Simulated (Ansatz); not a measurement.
Cost and result up the ladder for the cluster W₂O₆ (8 atoms). Charge 0, multiplicity 1. Geometry: PBE-D4/def2-SVP.

```xyz
8

W     0.611    1.251    0.421
W    -0.611   -1.251   -0.421
O     1.300    2.426   -0.637
O    -1.300   -2.426    0.637
O    -1.142    0.588   -0.090
O    -0.757   -1.784   -2.055
O     0.757    1.784    2.055
O     1.142   -0.588    0.090
```

Ansatz on 4 threads of Intel Xeon 6975P-C on a shared host. Times are rough, and most runs start from the orbitals of an earlier one. No level here is sound enough to serve as a yardstick. Binding counts from free atoms at the same level (W quintet, O triplet; other spins of the atoms weren't run), without zero-point energy or a counterpoise term.

In the def2 sets W takes a core potential; there is no spin–orbit coupling. Correlated methods freeze 6 core orbitals; core or outer-core shells of W are correlated, in sets that lack core-valence functions. The rows differ in basis, and correlated rows in double-zeta sets carry the largest basis error. The structure comes from a short search, and lower isomers may exist.

Correlated methods converge slowly with the basis, most of all in double-zeta sets.

| level | functions | wall time | binding energy per atom (eV) | remarks |
| --- | --- | --- | --- | --- |
| BLYP-D4/def2-TZVP | 266 | 1.8 s | 6.04 | – |
| HF/def2-TZVP | 266 | 2.1 s | 2.88 | – |
| MP2/def2-TZVP | 266 | 4.1 s | 6.29 | test for broken spin undecided |
| CCSD(T)/def2-SVP | 148 | 29 s | 5.34 | test for broken spin undecided |
